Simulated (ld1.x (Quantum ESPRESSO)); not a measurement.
# Varying the TM potential for silicon

Base potential:

ld1.x (Quantum ESPRESSO) 7.5 input, shortened:

```
&input
   title='Si', zed=14., rel=1, dft='PBE', iswitch=3,
   config='[Ne] 3s2 3p2'
 /
 &inputp
   pseudotype=2, tm=.true., lloc=0,
   nlcc=.true., new_core_ps=.true.
 /
2
3P  2  1   2.00   0.00  2.30  2.30  0.0
3S  1  0   2.00   0.00  1.30  1.30  0.0
 &test
   configts(1)='3s2 3p2'
 /
```

All-electron outer shells of the reference configuration (PBE, scalar-relativistic, ld1.x):

```csv
shell,level (eV),outermost node (bohr),outermost maximum (bohr)
2s,-139.50,0.15,0.45
2p,-95.56,–,0.39
3s,-10.81,0.72,1.80
3p,-4.08,0.72,2.17
```

Cutoffs, loose and tight: the cutoffs (Ry, on a coarse ladder) from which the occupation-weighted sum of valence levels, in a spherical-Bessel basis at the reference potential, stays within 10 and 1 mRy of its value at 400 Ry. They do not see the model core or the augmentation charge, which bear on the density cutoff. Test errors are all-electron minus pseudo excitation energies from the reference, over the configurations 3s2 3p1; 3s2 3p0; 3s1 3p0; 3s1 3p3; 3s1 3p2; 3s0 3p4; 3s2 3p2.3. A dash means not determined; rows that change the core or the reference have their own tests.

```csv
change,outcome,"cutoff, loose","cutoff, tight",bound ghosts,largest test error (meV)
base,generated,40 Ry,90 Ry,none,+62
"all radii but the core radius scaled by about 0.84 (s 1.10, p 1.94 bohr)",generated,90 Ry,260 Ry,none,+145
"all radii but the core radius scaled by about 1.04 (s 1.36, p 2.40 bohr)",generated,35 Ry,80 Ry,none,+51
"all radii but the core radius scaled by about 1.17 (s 1.52, p 2.68 bohr)",generated,15 Ry,40 Ry,none,+33
"all radii but the core radius scaled by about 1.24 (s 1.62, p 2.86 bohr)",generated,15 Ry,40 Ry,none,+22
"all radii but the core radius scaled by about 1.37 (s 1.78, p 3.16 bohr)",generated,15 Ry,35 Ry,none,+16
```

**Question.** What comes out with this change to the base: all radii but the core radius scaled by about 0.77 (s 1.00, p 1.76 bohr)?

**Answer.** outcome: generated; cutoff, loose: 200 Ry; cutoff, tight: over 300 Ry; bound ghosts: none; largest test error (meV): +274.

Reading the sweep of the scale of all radii but the core radius (base = 1) (base included, trends over the rows without a ghost): The loose cutoff falls from 200 Ry at 0.77 to 15 Ry at 1.37. A larger radius leaves more room for a smooth pseudo-wave, so fewer plane waves are needed; a smaller one forces it to follow the all-electron wave where it bends sharply. The median size of the test errors (rows with all tests solved) falls from 34.0 meV at 0.77 to 2.3 meV at 1.37, with one reversal. This runs against the usual rule that a larger radius transfers worse; these runs do not show why.
